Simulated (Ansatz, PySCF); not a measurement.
Species: SOF2, charge 0, multiplicity 1. SMILES: O=S(F)F
Geometry: optimised at B3LYP-D3(BJ)/def2-TZVP (Ansatz, a program for electronic structure).

Wanted: vertical triplet-singlet gap, E(triplet) - E(singlet), in eV. Conventions: UHF or UKS for open shells; 6-31G* and kin with 6d, 5d where marked; each state is the SCF solution reached for its charge and spin; non-relativistic; no spin-orbit coupling; dispersion terms only where a functional's name holds one. Ab initio and DFT rows: single points at B3LYP-D3(BJ) geometries (Ansatz). Levels can end on unlike triplets.

```json
[
 {"species": "charge 0, triplet", "coefficient": "+1", "E at HF/6-31G* (Ansatz), Eh": "-670.98961", "E at M06-2X/def2-TZVPD (PySCF), Eh": "-672.90660"},
 {"species": "charge 0, singlet", "coefficient": "-1", "E at HF/6-31G* (Ansatz), Eh": "-671.18139", "E at M06-2X/def2-TZVPD (PySCF), Eh": "-673.11410"}
]
```

 1 Eh = 27.2114 eV.

Question: Compute it at each level from the table.

Answer: 
- HF/6-31G*: the sum of coefficient times E is 0.19178 Eh, or 5.219 eV. Result: 5.22 eV.
- M06-2X/def2-TZVPD: the sum of coefficient times E is 0.20750 Eh, or 5.646 eV. Result: 5.65 eV.
